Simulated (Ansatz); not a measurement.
Harmonic frequencies (cm⁻¹) at PBE0-D4/def2-TZVP from Ansatz: 42, 66, 108, 134, 196, 316, 349, 417, 515, 570, 620, 718, 739, 781, 853, 900, 936, 2240, 2256, 2261, 2326.

Each molecule was computed in one conformer, which needn't be the lowest.

(1) Which molecule is it?
A. `OC([SiH3])Br`
B. `CC(O)Cl`
C. `N#C[SiH](Cl)[SiH2]F`
D. `CSC=N`

## Answers

(1) C.
